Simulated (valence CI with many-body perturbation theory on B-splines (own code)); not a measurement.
## From CI to CI+MBPT in P III

Level of theory: relativistic CI+MBPT: three valence electrons over a frozen Dirac-Fock core [Ne], radial functions for each j: 11 s, 11 p, 9 d, 7 f, 5 g, 2 h, 1 i, with the one-electron correlation potential Σ1, the two-electron term Σ2, the three-electron term Σ3, Breit, model QED; selected CI, second order for the rest, scaled by the run's own slope (own B-spline code, finite nucleus).

Against 13 measured levels this calculation errs by 60 cm⁻¹ on average and by 100 at most. These come from a selection out of Martin, Zalubas and Musgrove, J. Phys. Chem. Ref. Data 14, 751 (1985). Levels without a partner in it may be off by more.

Each rung adds one term. CI alone is the Dirac-Coulomb CI over the frozen core; QED comes last and gives the full result, which names the levels. Energies are above 3s2.3p 2P°_1/2 on the same rung, in cm⁻¹.

Names give the largest LS component (configuration and term), which can be under half, so a name can repeat, a term be missing and a line seem to break the LS rules; names also repeat where a configuration has a term twice.

| Level | CI alone |
| --- | --- |
| 3s2.3p 2P°_3/2 | 567 |
| 3s.3p2 4P_1/2 | 55773 |
| 3s.3p2 4P_3/2 | 55980 |
| 3s.3p2 4P_5/2 | 56317 |
| 3s.3p2 2D_3/2 | 74120 |
| 3s.3p2 2D_5/2 | 74155 |
| 3s.3p2 2S_1/2 | 100088 |
| 3s.3p2 2P_1/2 | 109945 |
| 3s.3p2 2P_3/2 | 110327 |
| 3s2.3d 2D_3/2 | 117100 |
| 3s2.3d 2D_5/2 | 117114 |
| 3s2.4s 2S_1/2 | 117470 |
| 3s2.4p 2P°_1/2 | 140761 |
| 3s2.4p 2P°_3/2 | 140901 |
| 3p3 2D°_3/2 | 145723 |
| 3p3 2D°_5/2 | 145790 |

**Question.** What do these energies become with core correlation, Breit and QED?

**Answer.** 3s2.3p 2P°_3/2 560 (-7.1); 3s.3p2 4P_1/2 56822 (+1049); 3s.3p2 4P_3/2 57026 (+1046); 3s.3p2 4P_5/2 57355 (+1038); 3s.3p2 2D_3/2 74856 (+736); 3s.3p2 2D_5/2 74886 (+730); 3s.3p2 2S_1/2 100254 (+166); 3s.3p2 2P_1/2 109094 (-850); 3s.3p2 2P_3/2 109470 (-857); 3s2.3d 2D_3/2 116897 (-202); 3s2.3d 2D_5/2 116909 (-205); 3s2.4s 2S_1/2 117887 (+417); 3s2.4p 2P°_1/2 141383 (+621); 3s2.4p 2P°_3/2 141519 (+619); 3p3 2D°_3/2 147186 (+1463); 3p3 2D°_5/2 147249 (+1459).

**Question.** How does the ionisation energy move along the ladder, and which term matters most?

**Answer.** CI alone 30.091, + Σ1 30.335, + Σ2 30.211, + Σ3 30.203, + Breit 30.197, + QED 30.199 eV. The largest step is Σ1, 0.244 eV. NIST lists 30.2026 eV (measured).
